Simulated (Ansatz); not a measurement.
```yaml
atoms:
  - { symbol: C, position_ang: [0.0098, -0.4075, -0.0961] }
  - { symbol: O, position_ang: [0.0041, -0.3711, 1.0977] }
  - { symbol: O, position_ang: [-0.0024, 0.6541, -0.9103] }
  - { symbol: H, position_ang: [-0.0078, -1.3363, -0.6938] }
  - { symbol: H, position_ang: [-0.0063, 1.4500, -0.3355] }
```

Basis set: 6-31G* (spherical functions). Correlated methods keep 3 orbitals frozen. Charge 0, multiplicity 1.

Computed with Ansatz (development build ahead of 0.2.0); each method stands on the lowest determinant of its kind that the runs found. Restricted open shells among the atoms or ions are ROHF, correlated in semicanonical orbitals with singles.

Problem. Give the atomization energy at this shape (free ground-state atoms in the same class of orbitals less the molecule, no zero-point energy) of singlet CH₂O₂ by RHF-MP2, RHF.

Solution.

```csv
method,atomization energy
RHF-MP2,20.41 eV
RHF,14.40 eV
```
